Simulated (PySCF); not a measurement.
C7H6ClOP.
Bonds: C1–C2, C2–O3 (double), C2–C4, C4–P5 (aromatic), P5–C6 (aromatic), C6–C7 (aromatic), C7–C8 (aromatic), C8–C9 (aromatic), C9–Cl10, C4–C9 (aromatic). Hydrogens: H11, H12, H13 on C1; H14 on C6; H15 on C7; H16 on C8.

Torsions of this conformer, `[CH3:1][C:2](=[O:3])[c:4]1[p:5][cH:6][cH:7][cH:8][c:9]1[Cl:10]`: C1–C2–C4–P5 -134°.

The closed-shell ground state was solved at several levels (PySCF, density fitting, gas phase, non-relativistic). One conformer (not necessarily the lowest) at the PBE0-D3(BJ)/def2-SVP geometry, without solvent, vibrations or thermal averaging.

```tsv
level	basis functions	HOMO (eV)	LUMO (eV)	gap (eV)	dipole (D)
wB97X-D/def2-SVPD	262	-9.18	-0.58	8.60	3.68
PBE0/pcSseg-1	214	-7.42	-2.24	5.18	3.55
```

(1) What might CAM-B3LYP/pcSseg-1 (214 basis functions) give for the same quantities?

(2) Over all these levels, which gives the widest orbital gap and which the narrowest?

(3) How far do the dipole and the HOMO energy spread over the levels?

Answers

(1) HOMO -8.60 eV, LUMO -1.15 eV, gap 7.45 eV, dipole 3.55 D.

(2) wB97X-D/def2-SVPD (range-separated hybrid) has the widest, 8.60 eV, and PBE0/pcSseg-1 (global hybrid, 25 % exact exchange) the narrowest, 5.18 eV. Functional and basis both differ between the two, so the spread mixes both effects.

(3) The dipole runs from 3.55 to 3.68 D (mean 3.59 D) and the HOMO from -9.18 to -7.42 eV.
